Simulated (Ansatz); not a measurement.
Ansatz results at the PBE0-D4/def2-TZVP geometry: LUMO energy (B3LYP/def2-TZVPP) 0.62 eV; HOMO energy (PBE0/def2-TZVPP) -6.04 eV; HOMO energy (ωB97M-V/def2-TZVPP) -8.40 eV.

(1) Which molecule gave them?
A. `[C-]#[N+]C`
B. `C=CC1(C=C)CC1`
C. `CC1(C)CCCC(C)(C)N1`
D. `C1=CCCCC1`

Answers

(1) C. The others give `[C-]#[N+]C`: 0.42, -8.69, -11.22; `C1=CCCCC1`: 0.39, -6.85, -9.09; `C=CC1(C=C)CC1`: -0.32, -7.01, -9.20.

B3LYP here is the variant with VWN-RPA as its local correlation; programs differ in this.
